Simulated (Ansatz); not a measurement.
Program: Ansatz. Geometries: PBE0-D4/def2-TZVP. ΔE: electronic, gas phase. CCSD(T)/CBS is the MP2 limit (def2-TZVPP, def2-QZVPP) plus CCSD(T) − MP2 in def2-TZVPP, frozen cores. This one scheme is used for every species, atoms too. For atomizations the MP2-based limit and the directly extrapolated one differ by several kJ/mol either way, and by 10 to 25 for some Ge, Se and Sn compounds, so smaller differences from it don't rank the levels. No spin–orbit coupling; open shells (•) take unrestricted orbitals. Spin–orbit coupling would lower the free atoms: a little for C, O. Elements past krypton have def2 core potentials. Bonds to Au are less sure, by a few kJ/mol each and by 10 to 20 or more in all where they break to atoms, as the def2 sets lack core-valence functions. Each species was taken in one conformer, which may not be the lowest.

Reaction (atomization): `C[O][Au-][P+](C)(C)C` → Au• + 4 C• + 12 H• + O• + P•

```csv
species,HF/def2-SVP energy (Eh)
`C[O][Au-][P+](C)(C)C`,-708.57761
Au•,-134.78516
C•,-37.64523
H•,-0.49928
O•,-74.72010
P•,-340.59744
```

Problem. Work out ΔE.

Solution. ΔE = 12 × (-0.49928) + 4 × (-37.64523) + (-134.78516) + (-74.72010) + (-340.59744) − (-708.57761) = 1.90263 Eh = +51.77 eV. CCSD(T)/CBS gives +71.77 eV.

Largest T1 diagnostic among the species: 0.015.

From PBE to PBE0 (25 % exact exchange), in def2-TZVPP and without D4, ΔE moves by −1.12 eV: exact exchange takes away binding that semilocal exchange gives to molecules. In def2-TZVPP, CCSD(T) changes the Hartree–Fock value by +18.15 eV (the triples alone add +1.10 eV) and MP2 by +19.12 eV; breaking electron pairs costs correlation energy, which Hartree–Fock lacks. The D4 term adds +0.81 eV with B3LYP and +0.43 eV with PBE0; it sums over pairs of atoms, weighted by their polarisabilities, and B3LYP, whose exchange is more repulsive, gets the larger term.

B3LYP here is the variant with VWN-RPA as its local correlation; programs differ in this.
